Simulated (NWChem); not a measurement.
Species: C₂H₄GeN₂; SMILES N#C/N=[CH]\[GeH3]

```xyz
9

N     -1.0876    -2.7888     0.0000
C     -0.1296    -2.0977     0.0000
N      1.0472    -1.4721     0.0000
C      1.1963    -0.1879     0.0000
Ge    -0.2191     1.2106     0.0000
H      2.2527     0.1560     0.0000
H     -0.0062     2.0824     1.2628
H     -0.0062     2.0824    -1.2628
H     -1.6055     0.5335     0.0000
```
Atoms are numbered in this order, from 1.

Level: PBE-D3(BJ)/def2-SVP (NWChem), optimised geometry, unscaled harmonic frequencies. 

| frequency (cm⁻¹) | IR intensity (km/mol) |
|---|---|
| 35 | 0.3 |
| 104 | 2.7 |
| 257 | 0.0 |
| 289 | 3.2 |
| 434 | 13.8 |
| 460 | 9.7 |
| 562 | 7.9 |
| 611 | 6.5 |
| 699 | 14.5 |
| 770 | 123.6 |
| 829 | 37.1 |
| 849 | 18.2 |
| 877 | 1.5 |
| 965 | 7.3 |
| 1316 | 19.0 |
| 1634 | 50.5 |
| 2088 | 50.3 |
| 2098 | 79.0 |
| 2132 | 44.6 |
| 2224 | 24.0 |
| 3019 | 9.6 |

```
Item                                                                               Result
-----------------------------------------------------------------------  ----------------
zero-point energy                                                           31.8 kcal/mol
thermal correction to the enthalpy at 298.15 K (with zero-point energy)     36.6 kcal/mol
heat capacity Cv                                                         22.1 cal/(mol K)
entropy at 298.15 K and 1 atm (symmetry number 1)                        83.6 cal/(mol K)
dipole moment                                                                      4.26 D
```

Rigid rotor and harmonic oscillator; modes under 100 cm⁻¹ make the entropy uncertain.
